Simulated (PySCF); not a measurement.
Species: C₇H₉FSi.
Atom-mapped SMILES: `[F:1][CH2:2][C:3]1=[CH:4][C@@:5]2([SiH3:6])[CH:7]=[CH:8][C@@H:9]12`

NICS = −σ at a ghost point: NICS(0) at the centroid of the ring atoms, NICS(1) 1 Å to either side along the normal of their mean plane, zz for the tensor component along that normal. Level: GIAO PBE0/pcSseg-1 (PySCF, non-relativistic, gas phase) on the GFN2-xTB geometry, one conformer.

Ring bond lengths (Å), with Mayer bond orders in brackets: C3–C4 1.333 (1.74), C4–C5 1.511 (1.00), C5–C9 1.567 (0.96), C9–C3 1.513 (0.97); C5–C7 1.514 (0.99), C7–C8 1.329 (1.79), C8–C9 1.508 (1.00), C9–C5 1.567 (0.96).

Question: What do the NICS probes read (ppm)?

Answer: 
```
       ring                                                    type  NICS(0)  NICS(1), two faces  NICS(1)zz, two faces  rms pucker (Å)  centre to ring atoms, mean (Å)
C3–C4–C5–C9  4-membered carbocycle; formal bonds 1 double, 3 single     -3.0         -2.5 / -3.0           -5.0 / -1.6            0.01                            1.05
C5–C7–C8–C9  4-membered carbocycle; formal bonds 1 double, 3 single     -2.0         -2.4 / -2.6           -4.6 / -1.2            0.01                            1.05
```

Question: What can be read from them?

Answer: 
- C3–C4–C5–C9: mean NICS(1)zz -3.3 ppm, shielded. C5, C9 have four or more neighbours, so the value isn't read as a sign of a π ring current. The two faces differ by 3.4 ppm, so no symmetry operation interchanges them.
- C5–C7–C8–C9: mean NICS(1)zz -2.9 ppm, near zero. C5, C9 have four or more neighbours; no verdict on aromaticity is drawn. The two faces differ by 3.4 ppm, so no symmetry operation interchanges them.

Question: At the first NICS(1) probe listed for ring C3–C4–C5–C9, 1 Å off the ring, what do the in-plane components average?

Answer: The isotropic value is a third of the trace: (3 × -2.5 − (-5.0))/2 = -1.2 ppm.

Question: List the ring angles and the Hirshfeld charges of the ring atoms.

Answer: 
- C3–C4–C5–C9: C3 94.5° (-0.009 e), C4 94.4° (-0.047 e), C5 85.7° (-0.077 e), C9 85.4° (-0.033 e); sum 360.0° against 360° for a flat convex ring.
- C5–C7–C8–C9: C5 85.3° (-0.077 e), C7 94.5° (-0.050 e), C8 94.6° (-0.052 e), C9 85.6° (-0.033 e); sum 360.0° against 360° for a flat convex ring.

Question: What are the shieldings of the ring atoms and their hydrogens in the same run (means over atoms taken as equivalent)?

Answer: 
```
  atoms                      environment  σ isotropic (ppm)
     C3  fully substituted alkene carbon               26.8
     C4                 alkene CH carbon               33.9
     C5      sp3 carbon bound to silicon              138.4
     C7                 alkene CH carbon               29.8
     C8                 alkene CH carbon               37.8
     C9    sp3 carbon at a ring junction              132.7
H on C4                 vinylic hydrogen              24.83
H on C7                 vinylic hydrogen              24.76
H on C8                 vinylic hydrogen              24.73
H on C9                 methine hydrogen              27.64
```

Conformer computed: `[F:1][CH2:2][C:3]1=[CH:4][C@@:5]2([SiH3:6])[CH:7]=[CH:8][C@@H:9]12`: F1–C2–C3–C4 125°.
